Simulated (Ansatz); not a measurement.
`[CH3][SnH3]` + `OBO` → `OB[O][SnH3]` + CH₄  (ligand exchange at the Sn–C bond)

Calculated with Ansatz (gas phase, PBE0-D4/def2-TZVP geometries, no zero-point term in ΔE). CCSD(T)/CBS is the MP2 limit (def2-TZVPP, def2-QZVPP) plus CCSD(T) − MP2 in def2-TZVPP, frozen cores. This one scheme is used for every species. DFT in def2-TZVPP. def2 core potentials past Kr. For Sn outer-core shells are correlated without core-valence functions, which leaves a few kJ/mol of doubt a bond. Each species was taken in one conformer, which may not be the lowest.

`[CH3][SnH3]`:

```xyz
8

C     0.827    0.082    0.796
Sn   -0.710   -0.070   -0.684
H     1.536   -0.738    0.682
H     0.389    0.035    1.793
H     1.357    1.028    0.686
H    -0.027   -0.005   -2.250
H    -1.550   -1.549   -0.510
H    -1.821    1.218   -0.513
```

`OBO`:

Z-matrix (Å, degrees):
```
B
O 1 1.353
O 1 1.364 2 119.3
H 1 1.198 2 118.4 3 180.0
H 2 0.963 1 112.3 3 0.0
H 3 0.958 1 113.2 2 180.0
```

`OB[O][SnH3]`:

Z-matrix (Å, degrees):
```
Sn
O 1 1.992
H 1 1.701 2 107.9
H 1 1.702 2 101.7 3 -118.5
H 1 1.701 2 107.9 3 123.0
B 2 1.339 1 121.4 3 -61.4
O 6 1.375 2 118.9 1 0.0
H 6 1.203 2 120.6 1 180.0
H 7 0.958 6 113.6 2 180.0
```

CH₄:

```xyz
5

C     0.000    0.000    0.000
H     0.732    0.717    0.371
H    -0.889    0.531   -0.339
H    -0.271   -0.689    0.799
H     0.429   -0.559   -0.831
```

```
         level  ΔE (kcal/mol)
           PBE          -11.1
MP2/def2-QZVPP          -12.5
```

(1) What does CCSD(T)/CBS give? (An estimate is asked.)

Largest T1 diagnostic among the species: 0.014.

Answers

(1) The calculation gave: -12.9 kcal/mol. The listed levels differ from it by 1.8, 0.4 kcal/mol.

In def2-TZVPP, CCSD(T) changes the Hartree–Fock value by +1.9 kcal/mol (the triples alone add −0.2 kcal/mol) and MP2 by +2.1 kcal/mol. The D4 term adds −0.8 kcal/mol with B3LYP and −0.4 kcal/mol with PBE0; it sums over pairs of atoms, weighted by their polarisabilities, and B3LYP, whose exchange is more repulsive, gets the larger term.

B3LYP here is the variant with VWN-RPA as its local correlation; programs differ in this.
